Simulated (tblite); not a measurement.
Parent: `[CH:1]#[C:2][Si@H:3]([CH3:4])[PH2:5]` with C2–Si3–P5–H -163° and -70°, C3H7PSi.

The geometries are computed with GFN2-xTB (gas phase). One conformer each, not checked by frequencies here.

| coordinate of the parent | value |
| --- | --- |
| C1≡C2 | 1.203 Å |
| C2–Si3 | 1.854 Å |
| Si3–C4 | 1.902 Å |
| Si3–P5 | 2.254 Å |
| C1–C2–Si3 | 178.4° |
| C2–Si3–C4 | 109.9° |
| C2–Si3–P5 | 106.7° |
| C4–Si3–P5 | 107.7° |

Problem. How does the shared frame change in `[CH3:1][Si@H:2]([PH2:3])[C:4]#[C:5][CH:6]=[O:7]` with C1–Si2–P3–H -76° and -169°, C4H7OPSi? Atoms pair as C1 = C5, C2 = C4, Si3 = Si2, C4 = C1, P5 = P3 (parent first).

Solution. 
```csv
parent,relative,value in the relative,change
C1≡C2,C5≡C4,1.212 Å,+0.009
C2–Si3,C4–Si2,1.860 Å,+0.006
Si3–C4,Si2–C1,1.900 Å,-0.002
Si3–P5,Si2–P3,2.255 Å,+0.001
C1–C2–Si3,C5–C4–Si2,175.2°,-3.2
C2–Si3–C4,C4–Si2–C1,108.7°,-1.2
C2–Si3–P5,C4–Si2–P3,109.8°,+3.1
C4–Si3–P5,C1–Si2–P3,109.1°,+1.4
```

Of the parent's bonds, C1–C2 changes most (+0.009 Å). Bonds of the relative outside the shared frame: C5–C6 1.427, C6=O7 1.203 Å. Point group C1 → C1.

Problem. How does the shared frame change in `[CH2:1]=[CH:2][C:3]#[C:4][Si@H:5]([CH3:6])[PH2:7]` with C4–Si5–P7–H 45° and -48°, C5H9PSi? Atoms pair as C1 = C3, C2 = C4, Si3 = Si5, C4 = C6, P5 = P7 (parent first).

Solution. 
```csv
parent,relative,value in the relative,change
C1≡C2,C3≡C4,1.212 Å,+0.009
C2–Si3,C4–Si5,1.851 Å,-0.003
Si3–C4,Si5–C6,1.903 Å,+0.001
Si3–P5,Si5–P7,2.257 Å,+0.003
C1–C2–Si3,C3–C4–Si5,175.9°,-2.5
C2–Si3–C4,C4–Si5–C6,109.2°,-0.7
C2–Si3–P5,C4–Si5–P7,111.9°,+5.2
C4–Si3–P5,C6–Si5–P7,108.2°,+0.5
```

Of the parent's bonds, C1–C2 changes most (+0.009 Å). Bonds of the relative outside the shared frame: C1=C2 1.329, C2–C3 1.409 Å. Point group C1 → C1.

Problem. How does the shared frame change in `[CH3:1]/[N:2]=[CH:3]/[C:4]#[C:5][Si@@H:6]([CH3:7])[PH2:8]` with C5–Si6–P8–H 48° and -44°, C5H10NPSi? Atoms pair as C1 = C4, C2 = C5, Si3 = Si6, C4 = C7, P5 = P8 (parent first).

Solution. 
```tsv
parent	relative	value in the relative	change
C1≡C2	C4≡C5	1.211 Å	+0.008
C2–Si3	C5–Si6	1.854 Å	0.000
Si3–C4	Si6–C7	1.901 Å	-0.001
Si3–P5	Si6–P8	2.256 Å	+0.002
C1–C2–Si3	C4–C5–Si6	176.0°	-2.4
C2–Si3–C4	C5–Si6–C7	108.8°	-1.1
C2–Si3–P5	C5–Si6–P8	111.5°	+4.8
C4–Si3–P5	C7–Si6–P8	108.8°	+1.1
```

Of the parent's bonds, C1–C2 changes most (+0.008 Å). Bonds of the relative outside the shared frame: C1–N2 1.422, N2=C3 1.262, C3–C4 1.411 Å. Point group C1 → C1.
